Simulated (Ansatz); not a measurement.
CH₅BFNO, SMILES `BNC(O)F`, charge 0, multiplicity 1.

Q: Give a relaxed structure at PBE0-D4/def2-TZVP (the Gaussian-basis code of Ansatz). (An estimate is asked.)

A: Computed: 
Z-matrix (Å, degrees):
```
C
N 1 1.424
F 1 1.382 2 107.4
O 1 1.370 2 114.8 3 121.3
H 1 1.090 2 109.9 3 -117.8
B 2 1.390 1 125.6 3 130.0
H 2 1.011 1 113.4 3 -48.2
H 4 0.963 1 109.5 2 -51.1
H 6 1.194 2 118.7 1 179.4
H 6 1.195 2 118.5 1 -0.6
```
This is one stationary point; other conformers may exist.
